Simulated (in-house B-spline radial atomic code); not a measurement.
Ionising Zn16+ with different functionals

Computed with a radial B-spline atomic code at the basis-set limit: non-relativistic Hamiltonian, point nucleus, spin-polarised at highest spin, spherical fractional occupations for the functionals. The ionisation energy is the difference of two self-consistent energies, [Ne] 3s2 3p2 → [Ne] 3s2 3p1, without Breit or QED terms; ε is the level of the shell that loses the electron (its least bound occupied spin orbital).

Hybrids are left out here: with spherical fractional occupations of an open shell their exact exchange keeps a self-interaction that integer-occupation calculations don't have.

```tsv
method	rung	ΔSCF (eV)	-ε(3p) (eV)
PBEsol	GGA	?	?
RPBE	GGA	574.24	555.22
TPSS	meta-GGA	?	?
M06-L	meta-GGA	574.26	556.12
```

Task: What does PBEsol give?

Result: ΔSCF 574.06 eV, and -ε(3p) = 554.97 eV.

Task: What does TPSS give?

Result: ΔSCF 574.42 eV, and -ε(3p) = 555.50 eV.

Task: Among the functionals, which spreads more, the ΔSCF values or the orbital energies?

Result: The orbital energies: ΔSCF values span about 0.36 eV and the orbital energies 1.15 eV.

Task: How do they compare with the NIST value?

Result: NIST lists 578 eV ± 1.3 (semi-empirical, ground level to ground level). Errors run from -3.74 to -3.38 eV. The correlated functionals all miss on the same side by more than they spread, so the cause is common to them (relativity, Breit-QED terms, multiplet and fine-structure energies, or a listed next ion that isn't the cheapest removal here) and closeness doesn't rank the functionals.
